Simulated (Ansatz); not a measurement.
A thermochemical cycle in electronic energies (no zero-point or thermal terms), species as SMILES, kcal/mol. Geometries: B3LYP-D3(BJ)/def2-TZVP minima from Ansatz (a first-principles code). Cores are frozen in the correlated levels unless marked. Open shells are spin-unrestricted. No spin-orbit coupling. No relativistic terms. Basis-set limits of correlation are two-point, X^-3; Hartree-Fock from the larger set. Anions need diffuse functions, of which def2-TZVPD holds fewer than the aug- sets.

| step | CCSD(T)/CBS(aug-cc-pVTZ,aug-cc-pVQZ) (Ansatz) | PBE0-D4/def2-TZVPD (Ansatz + dftd4) |
|---|---|---|
| electron affinity EA, positive where the anion is bound: B=[N] + e- → B=[N-] | 69.8 | 64.0 |
| deprotonation energy A: B=N (BNH2) -> B=[N-] + H+ | 381.3 | 383.9 |
| ionisation of the H atom at the same level, IE | 313.7 | 314.4 |

Problem. Find the bond energy D: B=N (BNH2) [iminoborane] → B=[N] + H atom.

Solution. Breaking the bond, ionising the H atom and attaching the electron to the radical add up to the deprotonation, A = D + IE - EA. At CCSD(T)/CBS(aug-cc-pVTZ,aug-cc-pVQZ): D = A - IE + EA = 381.3 - 313.7 + 69.8 = 137.4. At PBE0-D4/def2-TZVPD: D = A - IE + EA = 383.9 - 314.4 + 64.0 = 133.5. The functional differs from the first level by -3.9 in D, -5.8 in EA and +2.6 in A; for EA and A the gap mixes functional and basis. The site is the one shown; other sites or isomers of the anion may lie lower.
